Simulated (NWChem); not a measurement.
System: C2H3F3Si; SMILES F[SiH2]C=C(F)F

```xyz
9

F     -0.6054     2.6603     0.0000
Si     0.4133     1.4053     0.0000
C     -0.6449    -0.1219     0.0000
C     -0.1438    -1.3501     0.0000
F     -0.8312    -2.4797     0.0000
F      1.1587    -1.6229     0.0000
H      1.2674     1.4857     1.2121
H      1.2674     1.4857    -1.2121
H     -1.7283    -0.0428     0.0000
```
Atoms are numbered in this order, from 1.

All runs use the structure optimised with B3LYP/6-31G* (spherical d).

Q: Give the principal values of the shielding tensors (ppm) of F1, Si2, C3, C4, F5 from PBE0/pcSseg-1, GIAO (NWChem), with their diamagnetic and paramagnetic parts as GIAO splits them.

A: 
```
atom    σ11    σ22    σ33  isotropic  diamagnetic  paramagnetic
----  -----  -----  -----  ---------  -----------  ------------
F1    385.6  386.1  429.6      400.4        472.0         -71.6
Si2   321.3  324.3  428.4      358.0        878.7        -520.7
C3     52.3  137.9  158.9      116.4        261.3        -144.9
C4    -92.9   44.9   89.7       13.9        250.0        -236.1
F5    138.2  219.7  310.6      222.8        473.6        -250.7
```
